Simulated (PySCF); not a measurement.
CH₃FSn, SMILES [CH3][Sn][F] (connectivity only; charge and spin as stated), neutral, multiplicity 1.

The structure is a stationary point at PBE-D3(BJ)/def2-TZVP. The def2 effective core potentials stand for the cores of Sn; spin–orbit coupling is left out.

Computed with TDA-CAM-B3LYP/def2-SVPD in PySCF.

Vertical excitations. Isolated molecule, no solvent. State labels are in the subgroup Cs.

Computed excitation energies, oscillator strengths and character:
| state | symmetry | energy (eV) | λ (nm) | f | main pairs |
|---|---|---|---|---|---|
| S1 | A" | 2.94 | 421 | 0.034 | HOMO→LUMO 98 % |
| S2 | A' | 5.23 | 237 | 0.091 | HOMO→LUMO+1 93 % |
| S3 | A" | 6.17 | 201 | 0.060 | HOMO−1→LUMO 94 % |
| S4 | A' | 6.39 | 194 | 0.041 | HOMO→LUMO+2 95 % |
| S5 | A" | 6.52 | 190 | 0.005 | HOMO−3→LUMO 96 % |
| S6 | A' | 6.78 | 183 | 0.583 | HOMO→LUMO+3 86 % |
| S7 | A' | 6.92 | 179 | 0.069 | HOMO−2→LUMO 82 % |
| S8 | A" | 7.83 | 158 | 0.005 | HOMO−5→LUMO 97 % |
| S9 | A' | 7.88 | 157 | 0.065 | HOMO−4→LUMO 79 %, HOMO→LUMO+4 15 % |
| S10 | A' | 7.98 | 155 | 0.017 | HOMO→LUMO+4 73 %, HOMO−4→LUMO 12 % |
| T1 | A" | 2.00 | 621 | 0 | HOMO→LUMO 98 % |
| T2 | A' | 4.34 | 286 | 0 | HOMO→LUMO+1 96 % |
| T3 | A" | 5.40 | 229 | 0 | HOMO−1→LUMO 94 % |
| T4 | A' | 5.53 | 224 | 0 | HOMO→LUMO+3 61 %, HOMO→LUMO+2 28 % |
Triplets are in the Tamm–Dancoff approximation.
